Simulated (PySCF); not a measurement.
Isomers of C3H7NO2Si, one conformer each. The calculation used core-valence-separated Tamm–Dancoff BHandHLYP/aug-pcX-1 (pcseg-1 on H, def2-SVPD on Si) in PySCF, non-relativistic, gas phase, PBE0-D3(BJ)/def2-SVP geometry. No empirical shift is added; at this level the pattern usually sits a few eV under experiment.

P. `O(C)[SiH2]OCC#N`
Q. `C=CO[SiH2]C(N)=O`

Main lines, eV (oscillator strength):
1. C K: 283.8 (0.058), 284.1 (0.065), 286.8 (0.028), 287.2 (0.009), 287.4 (0.030); N K: 397.0 (0.064), 397.5 (0.063); O K: 532.7 (0.014), 532.8 (0.013), 533.5 (0.002), 533.7 (0.017), 534.0 (0.014)
2. C K: 283.0 (0.054), 284.3 (0.077), 284.4 (0.073), 285.6 (0.009), 285.9 (0.023); N K: 399.4 (0.025), 400.3 (0.011), 401.2 (0.035), 402.6 (0.007), 403.1 (0.004); O K: 529.2 (0.042), 532.9 (0.009), 533.4 (0.026), 534.4 (0.010), 534.4 (0.004)
Listed: the first five lines at most of each edge with a tenth or more of its strongest line's intensity; roots within 0.03 eV on the same or equivalent atoms are summed. Only the lowest roots were sought, and the top ones are left out.

Question: Which spectrum belongs to which isomer?

Answer: 1 = P, 2 = Q.
- P: first C line listed at 283.8 eV, hole on the nitrile carbon (1s→π*); first N line listed at 397.0 eV, hole on the nitrile nitrogen (1s→π*); first O line listed at 532.7 eV, hole on the silyl ether oxygen.
- Q: first C line listed at 283.0 eV, hole on the terminal =CH2 carbon (1s→π*); first N line listed at 399.4 eV, hole on the nitrogen bound to a carbonyl carbon; first O line listed at 529.2 eV, hole on the carbonyl oxygen (1s→π*).

Question: What are the ground-state energies of the isomers at BHandHLYP/aug-pcX-1 (pcseg-1 on H, def2-SVPD on Si), relative to the lowest?

Answer: P 0.0, Q 23.5 kJ/mol (electronic energies on these geometries, no dispersion or zero-point terms).
